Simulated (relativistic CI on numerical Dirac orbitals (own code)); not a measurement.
# Co5+: 3d valence photoemission

Computed with this model: Dirac-Coulomb-Breit CI, separate exchange-only KLI orbitals for each configuration, model QED, valence Slater integrals scaled by 0.8, multiplet model of photoemission in the sudden approximation; configurations [Ar] 3d4 → [Ar] 3d3; 300 K; Lorentzian 0.21 eV and Gaussian 0.5 eV FWHM. Energies are those of the free ion, without screening or charge transfer. The energies are binding energies and can lie tens of eV above those of solids. S is read from ⟨S²⟩ = S(S + 1).

Field parameters in Wybourne normalisation: D3d B²₀ = −7Dσ, B⁴₀ = −14Dq − 21Dτ, B⁴₃ = −14√(10/7) Dq. The field is a parameter set, without covalency.

free ion: ground-state S = 2.00, centroid 102.01 eV. Peaks (eV, height): 101.2 (100), 103.8 (43).

D3d, 10Dq = 18300, Dσ = -1200, Dτ = -340 cm⁻¹: ground-state S = 2.00, centroid 102.30 eV. Peaks (eV, height): 100.0 (87), 102.0 (100), 103.4 (74), 105.2 (34).

D3d, 10Dq = 18300, Dσ = -720, Dτ = -340 cm⁻¹: ground-state S = 2.00, centroid 102.30 eV. Peaks (eV, height): 100.0 (79), 102.0 (100), 103.4 (65), 105.3 (31).

D3d, 10Dq = 18300, Dσ = -240, Dτ = -340 cm⁻¹: ground-state S = 2.00, centroid 102.30 eV. Peaks (eV, height): 100.0 (72), 102.1 (100), 103.3 (58), 105.4 (34).

D3d, 10Dq = 18300, Dσ = 720, Dτ = -340 cm⁻¹: ground-state S = 2.00, centroid 102.31 eV. Peaks (eV, height): 100.0 (66), 102.1 (100), 103.3 (50), 105.5 (24).

D3d, 10Dq = 18300, Dσ = 1200, Dτ = -340 cm⁻¹: ground-state S = 2.00, centroid 102.32 eV. Peaks (eV, height): 100.0 (67), 102.1 (100), 103.3 (50), 105.0 (18), 105.7 (18).

Strongest unbroadened transitions for D3d, 10Dq = 18300, Dσ = 720, Dτ = -340 cm⁻¹:

```tsv
Energy (eV)	Relative strength
99.98	47.1
99.99	73.4
100.00	70.7
100.01	100.0
102.08	37.1
102.09	60.5
102.10	84.6
102.11	67.4
102.12	24.3
102.13	37.7
102.14	30.2
102.15	62.8
102.16	21.2
103.21	22.4
103.27	22.3
103.70	22.0
103.73	28.6
105.14	18.7
```
